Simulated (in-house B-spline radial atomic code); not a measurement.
Computed with a B-spline radial atomic code. Model: two electrons, singlet ground state, non-relativistic, full CI in B-splines with partial waves to l = 8 (at full coupling up to 3e-4 hartree above the limit, correlation up to 0.6 % small), density held at that of full coupling by Lieb maximisation.

W(λ) is the mean repulsion in the state of coupling λ less the Hartree energy of the fixed density. Its start is exact exchange, its initial slope is twice the second-order Görling-Levy correlation energy, and its area from 0 to 1 is E_xc. A straight curve means weak, dynamic correlation, and a curve that drops fast and flattens means strong correlation.

Command:
```bash
python run_ac.py task.json out
```
Settings (lengths in bohr, energies in hartree):
```
potential              dot
strength               0.0337
lmax                   8
second                 3
```

Cost of the run: 39 s on 1 thread of Intel(R) Xeon(R) Processor @ 2.30GHz, on a shared host.

**W = mean repulsion less Hartree energy, and W of three functionals.**

Given: confinement charge in harmonic well; well frequency 0.0337 hartree; nuclear charge 3; external potential omega^2 r^2/2 - Z/r.

Computed: LDA exchange minus exact 230.89 millihartree; PBE exchange minus exact 25.513 millihartree.

```csv
coupling,W xc (hartree),W xc minus exchange (millihartree),kinetic minus Kohn-Sham (millihartree),LDA (PW92) W minus its exchange (millihartree),PBE W minus its exchange (millihartree),SCAN W minus its exchange (millihartree)
0,-1.6512,0,0,0,0,0
0.02,-1.6531,-1.891,0,-13.01,-1.83,-1.83
0.05,-1.6559,-4.706,0.1,-27.04,-4.59,-4.53
0.12,-1.6624,-11.186,0.7,-52.69,-11.08,-10.68
0.25,-1.6741,-22.894,2.8,-89.5,-23.08,-21.62
0.4,-1.6871,-35.903,7,-123.55,-36.63,-33.63
0.6,?,?,?,?,?,?
0.8,-1.7194,-68.186,26.3,-193.18,-70.79,-63.04
1,-1.7343,-83.13,39.7,-221.27,-86.73,-76.55
1.4,-1.7621,-110.9,73,-269.25,-116.46,-101.58
2,-1.7991,-147.93,135.7,-327.52,-156.29,-134.99
3,-1.8509,-199.69,264.1,-402.4,-212.42,-182.11
4.5,-1.9113,-260.14,488.7,-484.76,-279.2,-238.37
7,?,?,?,?,?,?
10,-2.0398,-388.57,1372.7,-657.22,-430.56,-364.83
```

**Question.** What belongs in the row 0.6?

**Answer.** W xc (hartree): -1.7036; W xc minus exchange (millihartree): -52.463; kinetic minus Kohn-Sham (millihartree): 15.3; LDA (PW92) W minus its exchange (millihartree): -161.18; PBE W minus its exchange (millihartree): -54.09; SCAN W minus its exchange (millihartree): -48.77.

**Question.** What belongs in the row 7?

**Answer.** W xc (hartree): -1.9826; W xc minus exchange (millihartree): -331.39; kinetic minus Kohn-Sham (millihartree): 892.3; LDA (PW92) W minus its exchange (millihartree): -579.67; PBE W minus its exchange (millihartree): -360.98; SCAN W minus its exchange (millihartree): -307.19.

**Question.** What is the SCAN exchange minus exact?

**Answer.** -4.596 millihartree.

**Energy parts, natural occupations and partial-wave weights.**

Computed: total energy -7.2793 hartree; exchange energy -1.6512 hartree; correlation energy -0.043385 hartree; initial slope twice GL2 -0.094801 hartree; kinetic part over minus potential part 0.47811; Hartree energy 3.3024 hartree; Kohn-Sham kinetic 7.2408 hartree.

```tsv
natural	occupation of the shell (electrons)
s	1.9934
p	0.0034328
s	0.0027125
d	?
p	0.0001204
s	5.394e-05
```

**Question.** What belongs in the row d?

**Answer.** occupation of the shell (electrons): 0.00016443.

```json
{"wave": "s", "weight": "0.99811"}
{"wave": "p", "weight": "?"}
{"wave": "d", "weight": "9.2195e-05"}
{"wave": "f", "weight": "1.3123e-05"}
{"wave": "g", "weight": "3.0583e-06"}
```

**Question.** What belongs in the row p?

**Answer.** weight: 0.0017826.

**Question.** What is the kinetic part of the DFT correlation energy?

**Answer.** 0.039746 hartree.

**Question.** What is the Lieb Oxford ratio E_xc over LDA exchange?

**Answer.** 1.1931.

Half-way to full coupling W has made 53 % of its drop, against 50 % for a straight line, and second-order (GL2) theory, half the initial slope, overshoots the correlation energy by about 9 %: a moderate bend, as in light atoms. Over couplings 0 to 1 the errors in E_xc come to about +140 millihartree for LDA, +24 millihartree for PBE, -1.5 millihartree for SCAN, so SCAN is nearest. In LDA and PBE and SCAN the errors of exchange and correlation have opposite signs, so the sum is smaller than the larger of the two.
